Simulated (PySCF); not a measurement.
# Ca: excitation energy

Ca [Ar] 4s2 (1S) → Ca [Ar] 3d1 4s1 (3D), as a difference of total energies. Computed with PySCF 2.14 in x2c-QZVPPall (11s7p4d3f, 73 functions), with the spin-free X2C one-electron Hamiltonian (Gaussian nucleus). Correlated levels: valence: [Ar] frozen. The calculations carry no spin-orbit coupling.

```
           method  excitation energy (eV)
              UHF                   2.258
    MP2 (valence)                   2.702
SCS-MP2 (valence)                   2.879
   CCSD (valence)                   2.875
```

How much does correlation contribute at MP2 (valence)?

2.702 − (2.258) = 0.444 eV, measured against UHF.

Errors of the correlated levels include the incompleteness of this basis and the frozen core.

With two correlated electrons CCSD is exact in that space.

For comparison: 2.524 eV (measured; NIST levels, between the centres of gravity of the two terms).
